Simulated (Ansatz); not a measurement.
Input for Ansatz (a program for electronic structure): R-B3LYP/def2-TZVPP on NH2 (SMILES [NH2-]). Charge -1.

Ansatz 0.2 input:
```yaml
crystal:
  periodic: [false, false, false]
  atoms:
    - {symbol: N, position_ang: [-0.00068275, 0.14723038, 0.00000000]}
    - {symbol: H, position_ang: [-0.79314645, -0.51899550, 0.00000000]}
    - {symbol: H, position_ang: [0.79792574, -0.51161719, 0.00000000]}
basis:
  gaussian:
    orbitals: def2-TZVPP
hamiltonian:
  xc: {name: B3LYP}
total_charge: -1
accuracy: high
relax: {f_tol: 0.0005, max_steps: 60}
scf: {lower_state_search: off}
output: {forces: true}
```

Output:

```
WARN ansatz: RAYON_NUM_THREADS=2 ignored (pool sized by the plan → 2); use --threads N
Functional definition: B3LYP
these checks for a lower state are left out or cut short: stability, starts, cluster_reference, orbital_swaps, neighbouring_geometries, increment
integrals: 0.03 GiB planned
1004 factors; integrals over basis functions are off by at most 1.8e-9 eV
mean field: 0.13 GiB planned
mean field evaluation 1: about -1521.3771 eV, gradient 5.5e0 eV
mean field evaluation 2: about -1521.3254 eV, gradient 7.8e0 eV
mean field evaluation 4: about -1521.4534 eV, gradient 2.4e-1 eV
mean field evaluation 8: about -1521.4536 eV, gradient 1.2e-3 eV
mean field evaluation 16: about -1521.4536 eV, gradient 4.9e-9 eV
mean field -1521.45356435 eV, -55.9123872116 hartree, gradient 3.5e-9 eV, S^2 0.000000; 0 other end points of the search recorded, 0 dependent functions left out
the calculation of the forces begins
reference -1521.45359143 eV, -55.9123882066 hartree; 5, 5 occupied and 54, 54 virtual orbitals, 1004 factors
relax step   1: F+E_penalty+E_count = -1521.45356435 eV  Δ(F+E_penalty+E_count) = +0.000e0 eV  max|allowed force component| = 4.569e-2 eV/Å  Δτ_max = 0.0000 Å  (14 SCF iters, accepted)
these checks for a lower state are left out or cut short: stability, starts, cluster_reference, orbital_swaps, neighbouring_geometries, increment
integrals: 0.03 GiB planned
1004 factors; integrals over basis functions are off by at most 1.8e-9 eV
mean field: 0.13 GiB planned
mean field -1521.45363898 eV, -55.9123899541 hartree, gradient 2.3e-8 eV, S^2 0.000000; 0 other end points of the search recorded, 0 dependent functions left out
the calculation of the forces begins
reference -1521.45366605 eV, -55.9123909491 hartree; 5, 5 occupied and 54, 54 virtual orbitals, 1004 factors
relax step   2: F+E_penalty+E_count = -1521.45363898 eV  Δ(F+E_penalty+E_count) = -7.463e-5 eV  max|allowed force component| = 1.031e-2 eV/Å  Δτ_max = 0.0016 Å  (18 SCF iters, accepted)
these checks for a lower state are left out or cut short: stability, starts, cluster_reference, orbital_swaps, neighbouring_geometries, increment
integrals: 0.03 GiB planned
1004 factors; integrals over basis functions are off by at most 1.8e-9 eV
mean field: 0.13 GiB planned
mean field evaluation 32: about -1521.4536 eV, gradient 8.4e-8 eV
mean field -1521.45364275 eV, -55.9123900927 hartree, gradient 8.4e-8 eV, S^2 0.000000; 0 other end points of the search recorded, 0 dependent functions left out
the calculation of the forces begins
reference -1521.45366983 eV, -55.9123910877 hartree; 5, 5 occupied and 54, 54 virtual orbitals, 1004 factors
relax step   3: F+E_penalty+E_count = -1521.45364275 eV  Δ(F+E_penalty+E_count) = -3.770e-6 eV  max|allowed force component| = 1.200e-3 eV/Å  Δτ_max = 0.0004 Å  (14 SCF iters, accepted)
these checks for a lower state are left out or cut short: stability, starts, cluster_reference, orbital_swaps, neighbouring_geometries, increment
integrals: 0.03 GiB planned
1004 factors; integrals over basis functions are off by at most 1.8e-9 eV
mean field: 0.13 GiB planned
mean field -1521.45364277 eV, -55.9123900935 hartree, gradient 1.5e-8 eV, S^2 0.000000; 0 other end points of the search recorded, 0 dependent functions left out
the calculation of the forces begins
reference -1521.45366985 eV, -55.9123910886 hartree; 5, 5 occupied and 54, 54 virtual orbitals, 1004 factors
relax step   4: F+E_penalty+E_count = -1521.45364277 eV  Δ(F+E_penalty+E_count) = -2.296e-8 eV  max|allowed force component| = 3.549e-4 eV/Å  Δτ_max = 0.0000 Å  (13 SCF iters, accepted)
Total energy: -1521.45366985 eV, -55.9123910886 hartree
Atom 0 at    -0.000685     0.147637     0.000000 Å, force     0.000002    -0.000355     0.000000 eV/Å
Atom 1 at    -0.791223    -0.519190    -0.000000 Å, force     0.000025     0.000178    -0.000000 eV/Å
Atom 2 at     0.796004    -0.511830    -0.000000 Å, force    -0.000026     0.000177     0.000000 eV/Å
Dipole moment:     0.001557    -0.335775     0.000000 e Å
Checks for a lower state left out: stability, starts, cluster_reference, orbital_swaps, neighbouring_geometries, increment
```

The run converged.

Cost: very roughly 3 core-seconds.
